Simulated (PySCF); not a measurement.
## A survey of $^{15}$N NMR shifts

No relativistic terms, no solvent model, one computed conformer, one averaged value for each set of equivalent atoms. σ from GIAO-PBE0/pcSseg-1; coordinates at the PBE0-D3(BJ)/def2-SVP level; PySCF.

Shieldings were converted by a linear fit to measured shifts: $^{15}$N: δ = -150.47 − 0.916σ (rms 7.2 ppm, 77 shifts vs CH3NO2, solution or neat liquid). A few per cent of atoms miss by over 2 rms, more outside the fitted compound classes.

Q: Give the $^{15}$N shifts of `C=CN1CCN[SiH2]1`.

A: 
```
                                         compound                                            environment  δ (ppm)
[CH2:1]=[CH:2][N:3]1[CH2:4][CH2:5][NH:6][SiH2:7]1                                   N3: enamine nitrogen   -315.5
[CH2:1]=[CH:2][N:3]1[CH2:4][CH2:5][NH:6][SiH2:7]1  N6: nitrogen bonded to C, Si, H, in a 5-membered ring   -375.6
```

Q: Order these by $^{15}$N shift, lowest first.
A. NC(=O)CCCl
B. C=C(C)C#N
C. C#C/C=N/C

A: A (-289.7 ppm, amide-type nitrogen), B (-101.5 ppm, nitrile nitrogen), C (-4.6 ppm, imine nitrogen).
